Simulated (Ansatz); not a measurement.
One change: `N=C([SiH3])O[SiH3]` becomes `CCC(=N)[SiH3]`.

Ansatz, PBE0-D4/def2-TZVP geometries, multiplicity 1. Each molecule was computed in one conformer, which needn't be the lowest.

```csv
property,`N=C([SiH3])O[SiH3]`
HOMO energy (B3LYP/def2-TZVPP) / eV,-7.72
LUMO energy (ωB97M-V/def2-TZVPP) / eV,1.53
HOMO–LUMO gap (PBE0/def2-TZVPP) / eV,7.34
LUMO energy (B3LYP/def2-TZVPP) / eV,-0.83
HOMO–LUMO gap (PBE/def2-TZVPP) / eV,4.91
HOMO–LUMO gap (ωB97M-V/def2-TZVPP) / eV,11.79
```

(1) What does the change do to each property? (An estimate is asked.)

## Answers

(1) Ansatz gave: 
| property | `CCC(=N)[SiH3]` | shift |
| --- | --- | --- |
| HOMO energy (B3LYP/def2-TZVPP) / eV | -7.01 | 0.71 |
| LUMO energy (ωB97M-V/def2-TZVPP) / eV | 1.53 | 0.00 |
| HOMO–LUMO gap (PBE0/def2-TZVPP) / eV | 6.59 | -0.75 |
| LUMO energy (B3LYP/def2-TZVPP) / eV | -0.87 | -0.04 |
| HOMO–LUMO gap (PBE/def2-TZVPP) / eV | 4.08 | -0.83 |
| HOMO–LUMO gap (ωB97M-V/def2-TZVPP) / eV | 11.08 | -0.71 |

B3LYP here is the variant with VWN-RPA as its local correlation; programs differ in this.
